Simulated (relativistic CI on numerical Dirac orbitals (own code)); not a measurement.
# How well does a small relativistic CI reproduce Ge III?

Computed by Dirac-Coulomb-Breit CI, orbitals from a KLI potential per configuration, a model potential for QED, valence Slater integrals scaled by 0.85, P86 correlation energy added to each configuration (own radial code, finite nucleus).

CI space (outside the closed core [Ar] 3d10): 4s², 4s4p, 4p², 4s4d, 4s4f, 4d², 4s5s, 4s5p, 4p4d, 4s6s, 4s5d, 4f², 4s6p, 4p4f, 4s5f, 4s7s, 4s5g, 4s6d, 4s7p, 4s6f, 4p5s, 4d4f. Levels of other configurations are missing.

```tsv
Configuration	Term (tabulated)	J	Measured (cm⁻¹)	Computed	Error	Purity (%)
4s²	1S	0	0.0	0	0	97
4s4p	3P°	0	61733.8	58071	-3663	100
4s4p	3P°	1	62499.9	58789	-3711	100
4s4p	3P°	2	64143.8	60312	-3832	100
4s4p	1P°	1	91872.7	89554	-2319	97
4p²	1D	2	144974.9	140713	-4262	65
4p²	3P	0	147685.5	143856	-3829	99
4p²	3P	1	148640.1	144715	-3926	100
4p²	3P	2	150371.7	146294	-4078	97
4s5s	3S	1	158565.0	155029	-3536	100
4s4d	3D	1	162840.2	158767	-4073	100
4s4d	3D	2	162910.3	158827	-4083	100
4s4d	3D	3	163017.0	158918	-4099	100
4s5s	1S	0	163532.5	160798	-2734	99
4p²	1S	0	174113.9	170977	-3137	95
4s4d	1D	2	178140.4	175036	-3104	64
4s5p	3P°	0	181859.2	177791	-4068	99
4s5p	3P°	1	182027.8	177970	-4058	99
4s5p	1P°	1	184298.1	181317	-2981	96
4s4f	3F°	2	210446.0	208766	-1680	94
4s4f	3F°	3	210461.5	208804	-1658	86
4s4f	3F°	4	210523.9	208882	-1642	95
4s4f	1F°	3	210536.6	208951	-1585	87
4s6s	3S	1	211140.1	207442	-3698	100
4s6s	1S	0	212662.0	209576	-3086	99
4s5d	3D	1	213123.2	209033	-4090	100
4s5d	3D	2	213152.5	209058	-4095	100
4s5d	3D	3	213197.6	209096	-4102	100
4s5d	1D	2	215577.0	212979	-2598	94
4s7s	3S	1	234432.3	230746	-3687	100
4s5g	3G	3	234916.1	232689	-2228	100
4s5g	3G	4	234916.4	232689	-2228	60
4s5g	1G	4	234920.0	232693	-2227	60
4s5g	3G	5	234920.1	232693	-2227	100
4s7s	1S	0	235099.8	231847	-3253	100
4s6d	3D	1	235436.5	231584	-3852	100
4s6d	3D	2	235452.2	231597	-3855	100
4s6d	3D	3	235479.5	231618	-3862	100
4s6d	1D	2	236248.5	233319	-2929	98
4p4d	1D°	2	237851.3	231895	-5956	94
4p4d	1P°	1	262715.2	255903	-6812	88
```

Measured levels from Sugar and Musgrove, J. Phys. Chem. Ref. Data 22, 1213 (1993); pairs were made by configuration, J and term (by order where the table uses no LS term), so strongly mixed levels may be paired wrongly.

Mean error by configuration (cm⁻¹): 4s4p -3381; 4p² -3846; 4s5s -3135; 4s4d -3840; 4s5p -3703; 4s4f -1641; 4s6s -3392; 4s5d -3721; 4s7s -3470; 4s5g -2227; 4s6d -3625; 4p4d -6384. Over the excited levels the mean absolute error is 3421 cm⁻¹ (40 of the 44 excited levels that our extract of the source holds in range could be paired, and the others can miss by more), and the median relative error of those above 1,000 cm⁻¹ is 1.8 %.
